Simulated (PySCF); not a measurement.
C10H11N, SMILES CC(C)c1ccc(C#N)cc1 (GFN2-xTB optimised geometry):

```
22

C     -1.133    -2.911    -1.250
C     -1.447    -2.086     0.000
C     -1.157    -2.891     1.270
C     -0.669    -0.795     0.000
C     -1.334     0.427     0.001
C     -0.639     1.620     0.002
C      0.755     1.605     0.001
C      1.477     2.820     0.000
N      2.064     3.805    -0.001
C      1.435     0.387     0.000
C      0.723    -0.795     0.000
H     -1.752    -3.805    -1.273
H     -1.332    -2.330    -2.148
H     -0.090    -3.217    -1.263
H     -2.515    -1.842    -0.012
H     -0.112    -3.187     1.312
H     -1.769    -3.790     1.290
H     -1.383    -2.300     2.154
H     -2.415     0.444     0.002
H     -1.164     2.563     0.003
H      2.515     0.379    -0.001
H      1.262    -1.731     0.000
```

Method: CAM-B3LYP/def2-SVP (PySCF).

Question: What are the frontier orbital energies and the dipole moment?

Answer: HOMO-2 -10.82 eV, HOMO-1 -9.12 eV, HOMO -8.54 eV, LUMO -0.16 eV, LUMO+1 0.53 eV; dipole moment 5.07 D.

Meta-Löwdin charges at CAM-B3LYP/def2-SVP: C1 -0.28, C2 -0.04, C3 -0.28, C4 0.04, C5 -0.11, C6 -0.08, C7 -0.03, C8 0.10, N9 -0.22, C10 -0.08, C11 -0.11, H12 0.10, H13 0.10, H14 0.09, H15 0.08, H16 0.09, H17 0.10, H18 0.10, H19 0.11, H20 0.12, H21 0.12, H22 0.10.
